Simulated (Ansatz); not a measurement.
One change: `O[Si]1([SnH3])CO1` becomes `[SnH3][SiH]1CO1`.

Ansatz, PBE0-D4/def2-TZVP geometries, multiplicity 1. Each molecule was computed in one conformer, which needn't be the lowest.

Elements past krypton have def2 core potentials.

```
                                          property  `O[Si]1([SnH3])CO1`
           HOMO–LUMO gap (ωB97M-V/def2-TZVPP) / eV                10.55
    zero-point energy (PBE0-D4/def2-TZVP) / kJ/mol                172.8
             LUMO energy (ωB97M-V/def2-TZVPP) / eV                 1.03
    size of the dipole moment (PBE/def2-TZVPP) / D                 2.01
size of the dipole moment (ωB97M-V/def2-TZVPP) / D                 2.31
             HOMO–LUMO gap (B3LYP/def2-TZVPP) / eV                 6.34
```

**Question.** Give the same properties after the change, and the shifts. (Best estimate.)

**Answer.** Computed: 
```csv
property,`[SnH3][SiH]1CO1`,shift
HOMO–LUMO gap (ωB97M-V/def2-TZVPP) / eV,10.36,-0.19
zero-point energy (PBE0-D4/def2-TZVP) / kJ/mol,156.8,-16.0
LUMO energy (ωB97M-V/def2-TZVPP) / eV,0.72,-0.31
size of the dipole moment (PBE/def2-TZVPP) / D,1.51,-0.50
size of the dipole moment (ωB97M-V/def2-TZVPP) / D,1.80,-0.51
HOMO–LUMO gap (B3LYP/def2-TZVPP) / eV,6.07,-0.27
```

With PBE0 the HOMO falls by 0.14 eV and the LUMO falls by 0.41 eV, so the gap narrows by about 0.27 eV. PBE moves the HOMO by -0.20 eV and ωB97M-V by -0.11 eV. The zero-point energy changes by -16.0 kJ/mol with -3 modes. Dipoles are sizes alone; their direction can turn.

B3LYP here is the variant with VWN-RPA as its local correlation; programs differ in this.
